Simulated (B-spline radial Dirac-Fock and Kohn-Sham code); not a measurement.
**How the levels of bismuth move as electrons are removed**

These are calculated numbers from a radial B-spline solver; the model is Dirac-Fock ΔSCF + Breit + QED. Each ion is free and in its tabulated ground configuration. Correlation energy is missing from these numbers.

Reference: Bi¹⁴⁺, [Xe] 4f14 5d1, with 2p1/2 16004.7 eV, 3s 4295.0 eV, 4d3/2 749.0 eV, 4f5/2 442.0 eV, 5s 429.0 eV, Kα1 (K-L3) 77103.4 eV, Kβ1 (K-M3) 87343.7 eV, Lα1 (L3-M5) 10842.0 eV. Shifts from it, in eV (a dash: the subshell is empty, belongs to an open shell averaged over j, or its hole state is left out as unreliable):

```tsv
ion	configuration	2p1/2	3s	4d3/2	4f5/2	5s	Kα1	Kβ1	Lα1
Bi¹⁵⁺	[Xe] 4f14	+29.7	+28.8	+27.5	+27.5	+24.4	0.00	+0.87	+0.79
Bi¹⁶⁺	[Kr] 4d10 4f14 5s2 5p5	+63.1	+60.9	+58.3	+58.2	+49.1	+1.36	+3.53	+1.86
Bi¹⁷⁺	[Kr] 4d10 4f14 5s2 5p4	+97.3	+93.6	+89.6	+89.4	+74.2	+2.86	+6.41	+2.95
Bi¹⁸⁺	[Kr] 4d10 4f14 5s2 5p3	+131.9	+126.9	+121.4	+121.1	+99.5	+4.39	+9.40	+4.16
Bi¹⁹⁺	[Kr] 4d10 4f14 5s2 5p2	+167.7	+160.9	+153.7	+153.3	+125.2	+6.02	+12.56	+5.42
```

Over this range L2 (2p1/2) moves by +167.7 eV and Kα1 by +6.0 eV: a line is a difference of two levels that shift in the same direction.
